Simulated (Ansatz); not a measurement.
Start from `BBO` and change one atom or group to get `BB(C)O`.

Ansatz, PBE0-D4/def2-TZVP geometries, multiplicity 1. Each molecule was computed in one conformer, which needn't be the lowest.

| property | `BBO` |
| --- | --- |
| HOMO–LUMO gap (PBE0/def2-TZVPP) / eV | 6.17 |
| size of the dipole moment (B3LYP/def2-TZVPP) / D | 1.48 |
| size of the dipole moment (PBE/def2-TZVPP) / D | 1.51 |
| size of the dipole moment (ωB97M-V/def2-TZVPP) / D | 1.49 |
| HOMO–LUMO gap (PBE/def2-TZVPP) / eV | 3.76 |
| HOMO–LUMO gap (ωB97M-V/def2-TZVPP) / eV | 10.39 |

Problem. Give the same properties after the change, and the shifts. (Best estimate.)

Solution. Computed: 
```csv
property,`BB(C)O`,shift
HOMO–LUMO gap (PBE0/def2-TZVPP) / eV,5.77,-0.40
size of the dipole moment (B3LYP/def2-TZVPP) / D,0.97,-0.51
size of the dipole moment (PBE/def2-TZVPP) / D,0.87,-0.64
size of the dipole moment (ωB97M-V/def2-TZVPP) / D,0.99,-0.50
HOMO–LUMO gap (PBE/def2-TZVPP) / eV,3.41,-0.35
HOMO–LUMO gap (ωB97M-V/def2-TZVPP) / eV,9.94,-0.45
```

With PBE0 the HOMO rises by 0.28 eV and the LUMO falls by 0.12 eV, so the gap narrows by about 0.40 eV. PBE moves the HOMO by 0.27 eV and ωB97M-V by 0.28 eV. The zero-point energy changes by 74.2 kJ/mol with +9 modes. Dipoles are sizes alone; their direction can turn.

B3LYP here is the variant with VWN-RPA as its local correlation; programs differ in this.
